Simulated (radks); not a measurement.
Task: Sn VII, configuration [Kr] 4d8. All-electron calculation, non-relativistic Kohn-Sham, PBE, spin-polarised, spherical densities, point nucleus; open shells are filled with parallel spins first (spin-orbit coupling, left out, can overturn this in heavy ions); relativity is left out, which matters for an element this heavy. Program: a radial shooting solver on a logarithmic mesh with Libxc functionals. Some entries of the table are withheld. Estimate them.

| orbital | occ. | eigenvalue (hartree) | <r^2> (bohr^2) |
|---|---|---|---|
| 1s up | 1 | -1031.152 | 0.001238 |
| 1s down | 1 | -1031.152 | 0.001238 |
| 2s up | 1 | -154.9016 | 0.02029 |
| 2s down | 1 | -154.8785 | 0.02029 |
| 2p up | 3 | -145.1109 | 0.01528 |
| 2p down | 3 | -145.0938 | 0.01528 |
| 3s up | 1 | -32.36317 | 0.1418 |
| 3s down | 1 | -32.35260 | 0.1417 |
| 3p up | 3 | -28.32979 | 0.1366 |
| 3p down | 3 | -28.31755 | 0.1366 |
| 3d up | 5 | -20.85680 | 0.1171 |
| 3d down | 5 | -20.83749 | 0.1171 |
| 4s up | 1 | -7.65018 | (1) |
| 4s down | 1 | -7.57481 | (2) |
| 4p up | 3 | -6.28569 | 0.8753 |
| 4p down | 3 | -6.21064 | 0.8767 |
| 4d up | 5 | (3) | 1.159 |
| 4d down | 3 | (4) | 1.168 |

Result: 
(1) 4s up <r^2> (bohr^2): 0.7887
(2) 4s down <r^2> (bohr^2): 0.7889
(3) 4d up eigenvalue (hartree): -3.98445
(4) 4d down eigenvalue (hartree): -3.91252
